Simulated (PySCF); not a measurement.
# State search for CdB

Unrestricted PBE0; PySCF, scalar-relativistic core potentials, basis sets Cd def2-SVPD with ECP28, B def2-SVPD. Outer shells of the fragments: Cd 4d10 5s2; B 2s2 2p1.

Followed along the bond (rough minima from three points):

```tsv
2Ms+1	unpaired	⟨S²⟩ at the start	R at minimum (Å)	Te (eV)
2	π ↑	0.78	2.44	0.00
4	σ ↑↑, π ↑	3.75	2.25	1.41
2	σ ↑	0.76	none in the scan	≤ 0.41
4	σ ↑, π ↑↑	3.77	none in the scan	≤ 1.22
```

Solutions found at the starting distance of 2.215 Å, counted from the lowest of them; the search is not exhaustive and high or unbound solutions are not listed, so other states can lie among these:

```csv
2Ms+1,unpaired,term,E (eV),⟨S²⟩,⟨Lz²⟩,μ (D)
2,π ↑,²Π,0.00,0.78,1.00,-2.04
2,σ ↑,²Σ⁺,0.76,0.76,0.00,0.32
4,"σ ↑, π ↑↑",⁴Σ⁻,1.19,3.77,0.00,-3.56
4,"σ ↑↑, π ↑",⁴Π,1.33,3.75,1.00,-0.96
2,"σ ↑, π ↑↓",mixed,1.86,1.78,2.01,-3.53
2,"σ ↓, π ↑↑",mixed,1.97,1.78,0.00,-3.65
```

A term symbol is given only where ⟨S²⟩ and ⟨Lz²⟩ are close to those of a pure state; real π, δ and φ orbitals otherwise mix terms. A positive dipole means Cd(−)B(+).

Spin–orbit coupling is left out. Counting both spins, an empty level lies below a filled one in some of these solutions, because spin and occupation are held.
